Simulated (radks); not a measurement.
Charge is removed step by step from the 3s1/2 level of Kr25+, starting from [Ne] 3s1. Level of theory: Dirac Kohn-Sham, PBE, spin-unpolarised, spherical densities, point nucleus (a radial shooting solver on a logarithmic mesh with Libxc functionals). At the starting occupation the eigenvalue is -1181.8 eV. Estimate the energy to remove one whole electron from this level, the eigenvalue at the end, and how far E(n) bends from a straight line.

Answer. Delta-SCF 1206.8 eV; final eigenvalue -1229.9 eV; the deviation from the straight line is -6.256 eV at 0.5 electron removed, the largest on the grid computed. Slater's transition state (half an electron removed) gives 1206.8 eV. Integrating minus the eigenvalue over the occupation (Janak's theorem) gives 1206.7 eV. The mean slope of the eigenvalue, de/dn, is 48.0 eV per electron. Ionisation energy of Kr25+ in the NIST Atomic Spectra Database: 1205.2 eV (semi-empirical).

Beside tabulated values, note that spin-unpolarised runs miss the spin-polarisation part of the exchange energy of open shells.
